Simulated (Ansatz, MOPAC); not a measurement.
System: GeSiH3, charge 0, multiplicity 2. SMILES: [SiH]=[GeH2]

Atoms: Si1, Ge2, H3, H4, H5. Bonds: Si1-Ge2, Si1-H3, Ge2-H4, Ge2-H5.

Bond lengths (Å) and angles (degrees) optimised at PM3 with MOPAC; HF/STO-3G with Ansatz (a first-principles code); HF/3-21G with Ansatz, each started from the B3LYP-D3(BJ)/def2-TZVP structure (Ansatz) of the last column. A row stands for all coordinates that are equal there. No wavenumbers were computed at HF/STO-3G, so these may be saddle points.

```json
[
 {"coordinate": "Si1-Ge2", "PM3": "2.331", "HF/STO-3G": "2.295", "HF/3-21G": "2.406", "B3LYP-D3(BJ)/def2-TZVP": "2.344"},
 {"coordinate": "Si1-H3", "PM3": "1.502", "HF/STO-3G": "1.453", "HF/3-21G": "1.518", "B3LYP-D3(BJ)/def2-TZVP": "1.522"},
 {"coordinate": "Ge2-H4", "PM3": "1.460", "HF/STO-3G": "1.420", "HF/3-21G": "1.542", "B3LYP-D3(BJ)/def2-TZVP": "1.551"},
 {"coordinate": "Ge2-H5", "PM3": "1.464", "HF/STO-3G": "1.420", "HF/3-21G": "1.540", "B3LYP-D3(BJ)/def2-TZVP": "1.549"},
 {"coordinate": "Ge2-Si1-H3", "PM3": "103.7", "HF/STO-3G": "96.7", "HF/3-21G": "99.7", "B3LYP-D3(BJ)/def2-TZVP": "89.9"},
 {"coordinate": "Si1-Ge2-H4", "PM3": "117.2", "HF/STO-3G": "115.8", "HF/3-21G": "119.4", "B3LYP-D3(BJ)/def2-TZVP": "128.1"},
 {"coordinate": "Si1-Ge2-H5", "PM3": "111.9", "HF/STO-3G": "116.4", "HF/3-21G": "117.1", "B3LYP-D3(BJ)/def2-TZVP": "123.6"},
 {"coordinate": "H4-Ge2-H5", "PM3": "128.6", "HF/STO-3G": "107.1", "HF/3-21G": "109.0", "B3LYP-D3(BJ)/def2-TZVP": "106.1"}
]
```

Mean signed difference of all 4 bond lengths from B3LYP-D3(BJ)/def2-TZVP: PM3 -0.052 Å, HF/STO-3G -0.094 Å, HF/3-21G 0.010 Å.
